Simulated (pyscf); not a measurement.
**H₃C–CH•–Br (SMILES C[CH]Br), doublet**

Gas-phase minimum from PySCF at ωB97X-D3(BJ)/def2-SVP, one conformer. Other isomers of H₃C–CH•–Br were not searched in full and may lie lower. 

```xyz
7

C     -0.5414     0.2048     0.4555
C     -0.4662    -0.6838    -0.7337
Br     1.1957    -1.1748    -1.4076
H     -1.5791     0.5360     0.6166
H      0.0968     1.0956     0.3323
H     -0.2040    -0.3090     1.3769
H     -1.3034    -1.2848    -1.0944
```
Charge 0, spin multiplicity 2.

Bonded distances (Å): C1–C2 1.486, C1–H4 1.101, C1–H5 1.103, C1–H6 1.108, C2–Br3 1.859, C2–H7 1.092. Angles (°): C2–C1–H4 110.2, C2–C1–H5 111.4, C2–C1–H6 111.9, H4–C1–H5 108.6, H4–C1–H6 107.8, H5–C1–H6 106.9, C1–C2–Br3 119.5, C1–C2–H7 123.7, Br3–C2–H7 114.9.

Properties at ωB97X-D3(BJ)/def2-SVP:

```yaml
harmonic_wavenumbers_unscaled: 128, 283, 333, 661, 988, 1023, 1130, 1282, 1404, 1447, 1461, 3027, 3113, 3164, 3254 cm⁻¹
zero_point_energy: 32.5 kcal/mol
rotational_symmetry_number: 1
Entropy of this conformer at 298 K and 1 atm, rigid rotor and harmonic oscillator, modes under 100 cm⁻¹ raised to 100: 299.6 J/(mol K)
dipole_moment: 1.38 D
Spin expectation value S2: 0.755
```

Single-point totals, which compare only within one level (frozen core for MP2 and CC):

| level | total energy (hartree) |
|---|---|
| ωB97X-D3(BJ)/def2-TZVP | -2652.70408 |
| PBE/def2-TZVP | -2652.24835 |
| r²SCAN/def2-TZVP | -2652.68392 |
| B3LYP-D3(BJ)/def2-TZVP | -2652.78740 |
| PBE0-D3(BJ)/def2-TZVP | -2652.35472 |
| M06-2X/def2-TZVP | -2652.73762 |
| ωB97M-D3(BJ)/def2-TZVP | -2652.76662 |
| UHF/def2-TZVPP | -2650.46671 |
| MP2/def2-TZVPP | -2651.06355 |
| CCSD/def2-TZVPP | -2651.09473 |
| CCSD(T)/def2-TZVPP | -2651.11789 |

Soft torsions are taken as harmonic, which can shift the entropy by several J/(mol K). The CCSD(T) − MP2 part came from Ansatz, without density fitting, on the same reference. The frozen core leaves the outer d or s,p core shells of the metals and heavy elements correlated in the MP2 and CC values, and def2-TZVPP describes them poorly, so these totals are far from the basis limit. Elements up to Kr have no core potential and no relativistic terms here.
